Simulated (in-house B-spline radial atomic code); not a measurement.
Results of a calculation; reference values are marked as such.
## Two electrons in InAs: a parabolic dot with ħω = 6.11 meV in all three directions

For InAs the NSM archive of the Ioffe Institute lists m* = 0.023 m0 and ε = 15.15. In so narrow a gap the band flattens within tens of meV, so real spacings are smaller, by up to some tenths.

Effective-mass model with parabolic bands, a uniform dielectric constant, no image charges, no central-cell or spin-orbit terms. Two-electron levels come from full CI in B-splines with partial waves to l = 5 (up to 0.001 effective hartree above the limit).

Task: What are the effective units, and what is the potential in them?

Result: Ha* = 27211.386 meV × 0.023/15.15² = 2.727 meV and a* = 0.0529177 nm × 15.15/0.023 = 34.86 nm. The frequency is ω = 2.24 Ha*. The one-electron levels are 3ω/2 = 3.3600 and 5ω/2 = 5.6000 Ha*.

In these units the lowest s and p orbitals lie at 3.3600 and 5.6000, and their Coulomb and exchange integrals are J_ss = 1.1942, J_sp = 0.9951 and K_sp = 0.199. (For a parabolic well J_ss = √(2ω/π).) Full CI gives 7.8436 for the ground singlet, 9.7390 for the sp triplet, 10.0839 for the sp singlet and 11.9790 for the lowest triplet of two s orbitals.

Task: What does it cost to add the second electron, to first order and exactly?

Result: To first order E = 2ε_s + J_ss = 7.9142, so the charging energy E(2) − 2E(1) is J_ss = 3.256 meV. CI gives 7.8436 − 2 × (3.3600) = 1.1236, or 3.064 meV: relaxation and correlation lower it by 0.1925 meV, 5.9 % of J_ss. The s² configuration of one-electron orbitals holds 98.8 % of the state, and the mean radius is 27.5 nm.

Task: How far above the singlet do the triplets lie?

Result: To first order the sp triplet lies at ε_s + ε_p + J_sp − K_sp = 9.7561, which is 5.023 meV above 2ε_s + J_ss. CI gives 9.7390 − (7.8436) = 1.8954, or 5.168 meV, 85 % of the orbital spacing of 6.108 meV. The ss triplet lies 11.28 meV up, so the lower of the two is the sp one, and its gap equals k_BT at 60 K. The sp singlet-triplet splitting is 0.9405 meV, against 2K_sp = 1.085 meV. The sp singlet lies ħω above the ground state (2.2403 against 2.24), as Kohn's theorem demands for a parabolic well.
